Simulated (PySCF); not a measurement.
Compound: C4H11ClSi2.
Cartesian coordinates in Å at the PBE0-D3(BJ)/def2-SVP level; atoms count from 1:
```
atom  x, y, z in Å
C1    -1.1456    1.8252   -0.6773
Si2   -0.3965    0.1988   -0.1168
C3    -1.7627   -1.1090    0.0263
Cl4   -1.0364   -2.6745    0.5269
C5     1.0650   -0.4507   -1.1433
Si6    2.0550   -0.5638    0.4817
C7     0.6450    0.2534    1.4718
H8    -1.6390    1.7205   -1.6563
H9    -1.8893    2.1897    0.0490
H10   -0.3634    2.5945   -0.7728
H11   -2.5117   -0.8363    0.7849
H12   -2.2872   -1.2755   -0.9263
H13    0.8998   -1.4027   -1.6690
H14    1.4725    0.2818   -1.8581
H15    3.3231    0.2339    0.4733
H16    2.3673   -1.9600    0.9086
H17    0.2562   -0.3272    2.3214
H18    0.8821    1.2717    1.8188
```

The closed-shell ground state was solved at several levels (PySCF, density fitting, gas phase, non-relativistic).

```json
{"level": "PBE0/pcSseg-1", "basis functions": "195", "HOMO (eV)": "-7.50", "LUMO (eV)": "0.42", "gap (eV)": "7.92", "dipole (D)": "2.59"}
{"level": "wB97X-D/def2-SVPD", "basis functions": "243", "HOMO (eV)": "-9.29", "LUMO (eV)": "1.74", "gap (eV)": "11.03", "dipole (D)": "2.58"}
```

(1) Estimate the row for KT3/pcSseg-1, a basis of 195 functions; the other rows only guide the guess.

(2) Over all these levels, which gives the widest orbital gap and which the narrowest?

(3) How far do the dipole and the HOMO energy spread over the levels?

Results:

(1) HOMO -6.38 eV, LUMO -0.66 eV, gap 5.72 eV, dipole 2.47 D.

(2) wB97X-D/def2-SVPD (range-separated hybrid) has the widest, 11.03 eV, and KT3/pcSseg-1 (GGA) the narrowest, 5.72 eV. Functional and basis both differ between the two, so the spread mixes both effects.

(3) The dipole runs from 2.47 to 2.59 D (mean 2.55 D) and the HOMO from -9.29 to -6.38 eV.

One conformer stands for the species.
